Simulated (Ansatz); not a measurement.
Changing the shape of Cu2, singlet

Calculated in Ansatz's Gaussian-basis code. Basis def2-SVP, nonrelativistic, 18 orbitals frozen in the corrections; active space CAS(2,2). Restricted Hartree–Fock, then the lowest state-specific CASSCF solution met for each case. A minimal or small basis: far from the basis limit. On stretched bonds single-reference methods can fail or change state. Unlike active orbitals can shift such differences by tenths of an eV, at times by over 1 eV.

Case A: bond length 2.4109 Å.

Case B: bond length 2.2323 Å.

Case C: bond length 2.0537 Å.

Energy less that of case A, in eV:

```csv
case,RHF/ROHF,CASSCF
B,+0.090,+0.120
C,+0.473,+0.524
```

Task: What does SC-NEVPT2 give for these differences?

Result: B: -0.037 eV (-0.9 kcal/mol); C: +0.219 eV (5.1 kcal/mol).

Task: Which case is lowest, and do the methods agree?

Result: B is lowest in SC-NEVPT2. RHF/ROHF puts A lowest. CASSCF puts A lowest.
